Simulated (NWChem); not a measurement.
System: CH4BFSe; SMILES CB(F)[SeH]

```xyz
8

B     -0.0315     0.9246    -0.0782
F     -1.2229     1.4836    -0.2816
C      1.2366     1.8363    -0.0284
H      1.3134     2.3971    -0.9757
H      2.1828     1.3083     0.1443
H      1.1048     2.5927     0.7642
Se    -0.0704    -1.0125     0.1312
H      1.3801    -1.1460     0.3184
```
Atoms are numbered in this order, from 1.

Level: PBE0/def2-SVP (NWChem), optimised geometry, unscaled harmonic frequencies. This build's default masses of Se (78.918 u) and Br (79.917 u) are each other's, which moves their modes by up to 0.6 %.

Question: List the harmonic frequencies with IR intensities, and the thermochemistry.

Answer: 
```
frequency (cm⁻¹)  IR intensity (km/mol)
----------------  ---------------------
71                                  0.7
253                                 0.2
302                                 1.8
326                                 5.1
444                                 0.6
529                                15.6
732                                11.0
836                                17.0
867                                 4.7
1073                              252.1
1279                              141.5
1366                              175.1
1428                                6.2
1428                                5.2
2473                               11.8
3055                                0.2
3136                                1.0
3187                                4.1
```

| Property | Value |
|---|---|
| zero-point energy | 32.6 kcal/mol |
| thermal correction to the enthalpy at 298.15 K (with zero-point energy) | 36.7 kcal/mol |
| heat capacity Cv | 18.2 cal/(mol K) |
| entropy at 298.15 K and 1 atm (symmetry number 1) | 77.4 cal/(mol K) |
| dipole moment | 1.90 D |

Rigid rotor and harmonic oscillator; modes under 100 cm⁻¹ make the entropy uncertain.
